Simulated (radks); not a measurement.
Spherical quantum dot in the effective-mass picture: electrons in a hard-walled sphere of radius 1.54, with a point charge +1 (a donor) at the centre, all in effective atomic units (hartree* = m*/eps^2 hartree, bohr* = eps/m* bohr), one dielectric constant everywhere. Calculated with a radial shooting solver with Libxc functionals: non-relativistic Kohn-Sham, exchange-only LDA, spin-polarised, spherical densities. Levels are named by radial order and angular momentum (1s, 1p, 1d, 2s, ...), and open shells are averaged over m. Results are scaled to m* = 0.067 and eps = 9, for which hartree* = 22.51 meV and bohr* = 7.108 nm.

N = 18, configuration 1s2 1p6 1d10. This is the lowest configuration that the search found. Occupied and some empty levels:

level,occupation,eigenvalue (meV),<r> (nm)
1s,2,379.49,6.041
1p,6,419.29,6.954
1d,10,472.54,7.430
2s,0,505.46,5.081
1f,0,539.65,7.763
2p,0,609.71,5.733

Energy (meV): total 4815.84, kinetic 2308.9, external -439.29, Hartree 3303.3, exchange-correlation -357.04.

Electron density:

r (nm),n(r) (e/nm^3)
0.292,0.002419
0.838,0.002208
1.38,0.002159
1.93,0.002265
2.48,0.002527
3.02,0.002944
3.57,0.003504
4.11,0.004177
4.66,0.004913
5.20,0.005632
5.75,0.006231
6.30,0.006594
6.84,0.006612
7.39,0.006211
7.93,0.005375
8.48,0.004187
9.03,0.002827
9.57,0.001554
10.1,0.0005728
10.7,0.00006503
